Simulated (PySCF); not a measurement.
SiMe2(NHEt)2: computed shieldings and shifts

SiMe2(NHEt)2, C6H18N2Si, point group C1.

Geometry:
```json
{"atom": "Si1", "x (Å)": "0.421", "y (Å)": "0.389", "z (Å)": "0.555"}
{"atom": "C2", "x (Å)": "0.263", "y (Å)": "0.572", "z (Å)": "2.421"}
{"atom": "H3", "x (Å)": "-0.783", "y (Å)": "0.749", "z (Å)": "2.721"}
{"atom": "H4", "x (Å)": "0.870", "y (Å)": "1.410", "z (Å)": "2.798"}
{"atom": "H5", "x (Å)": "0.603", "y (Å)": "-0.344", "z (Å)": "2.930"}
{"atom": "C6", "x (Å)": "2.218", "y (Å)": "0.070", "z (Å)": "0.110"}
{"atom": "H7", "x (Å)": "2.603", "y (Å)": "-0.856", "z (Å)": "0.565"}
{"atom": "H8", "x (Å)": "2.839", "y (Å)": "0.905", "z (Å)": "0.470"}
{"atom": "H9", "x (Å)": "2.358", "y (Å)": "-0.005", "z (Å)": "-0.980"}
{"atom": "N10", "x (Å)": "-0.195", "y (Å)": "1.868", "z (Å)": "-0.099"}
{"atom": "C11", "x (Å)": "-0.392", "y (Å)": "2.145", "z (Å)": "-1.501"}
{"atom": "C12", "x (Å)": "-1.852", "y (Å)": "2.127", "z (Å)": "-1.932"}
{"atom": "H13", "x (Å)": "-0.513", "y (Å)": "2.599", "z (Å)": "0.527"}
{"atom": "H14", "x (Å)": "0.062", "y (Å)": "3.117", "z (Å)": "-1.777"}
{"atom": "H15", "x (Å)": "0.159", "y (Å)": "1.387", "z (Å)": "-2.083"}
{"atom": "H16", "x (Å)": "-2.286", "y (Å)": "1.132", "z (Å)": "-1.751"}
{"atom": "H17", "x (Å)": "-1.962", "y (Å)": "2.365", "z (Å)": "-3.002"}
{"atom": "H18", "x (Å)": "-2.442", "y (Å)": "2.862", "z (Å)": "-1.361"}
{"atom": "N19", "x (Å)": "-0.492", "y (Å)": "-0.920", "z (Å)": "-0.142"}
{"atom": "C20", "x (Å)": "-0.035", "y (Å)": "-2.263", "z (Å)": "-0.414"}
{"atom": "C21", "x (Å)": "-0.106", "y (Å)": "-3.216", "z (Å)": "0.774"}
{"atom": "H22", "x (Å)": "-1.500", "y (Å)": "-0.857", "z (Å)": "-0.038"}
{"atom": "H23", "x (Å)": "-0.613", "y (Å)": "-2.688", "z (Å)": "-1.255"}
{"atom": "H24", "x (Å)": "1.005", "y (Å)": "-2.213", "z (Å)": "-0.775"}
{"atom": "H25", "x (Å)": "0.524", "y (Å)": "-2.857", "z (Å)": "1.604"}
{"atom": "H26", "x (Å)": "0.231", "y (Å)": "-4.229", "z (Å)": "0.502"}
{"atom": "H27", "x (Å)": "-1.138", "y (Å)": "-3.295", "z (Å)": "1.154"}
```

GIAO calculations in PySCF 2.14 on the PBE0-D3(BJ)/def2-SVP structure: isolated species, non-relativistic, equivalent atoms averaged; basis pcSseg-1.

**Question.** Give the isotropic shieldings (ppm) with PBE0, wB97X-D.

**Answer.** 
```csv
atoms,environment,PBE0,wB97X-D
Si1,"silicon bonded to 2 C, 2 N",360.2,359.9
N10/N19,"nitrogen bonded to C, Si, H",211.9,214.8
C11/C20,"carbon bonded to C, N, 2 H",145.4,146.1
C12/C21,"carbon bonded to C, 3 H",160.4,160.4
C2/C6,"carbon bonded to Si, 3 H",184.8,184.7
H14/H15/H23/H24,"hydrogen on a carbon bonded to C, N",28.56,28.74
H16/H17/H18/H25/H26/H27,hydrogen on a carbon bonded to C,30.33,30.43
H13/H22,"hydrogen on a nitrogen bonded to C, Si",31.22,31.40
H3/H4/H5/H7/H8/H9,hydrogen on a carbon bonded to Si,31.26,31.38
HOMO–LUMO gap (eV),–,7.28,10.95
```

**Question.** And the chemical shifts, against references computed in the same way?

**Answer.** 
```json
{"atoms": "Si1", "nucleus, reference": "29Si, TMS", "PBE0": "-8.2", "wB97X-D": "-7.0"}
{"atoms": "N10/N19", "nucleus, reference": "15N, NH3", "PBE0": "53.7", "wB97X-D": "49.2"}
{"atoms": "C11/C20", "nucleus, reference": "13C, TMS", "PBE0": "39.0", "wB97X-D": "38.4"}
{"atoms": "C12/C21", "nucleus, reference": "13C, TMS", "PBE0": "24.0", "wB97X-D": "24.2"}
{"atoms": "C2/C6", "nucleus, reference": "13C, TMS", "PBE0": "-0.4", "wB97X-D": "-0.2"}
{"atoms": "H14/H15/H23/H24", "nucleus, reference": "1H, TMS", "PBE0": "2.70", "wB97X-D": "2.64"}
{"atoms": "H16/H17/H18/H25/H26/H27", "nucleus, reference": "1H, TMS", "PBE0": "0.94", "wB97X-D": "0.95"}
{"atoms": "H13/H22", "nucleus, reference": "1H, TMS", "PBE0": "0.04", "wB97X-D": "-0.02"}
```

**Question.** Which part of the shielding of Si1 depends on the functional?

**Answer.** Diamagnetic: PBE0 884, wB97X-D 885 ppm; paramagnetic: PBE0 -524, wB97X-D -525 ppm. The diamagnetic part, set mainly by inner electrons, hardly moves; the paramagnetic part goes with low-lying magnetically allowed excitations and carries the spread.

Experimental scales use liquid or dissolved standards, which lie at an offset from isolated NH3 (liquid NH3: subtract about 20 ppm).
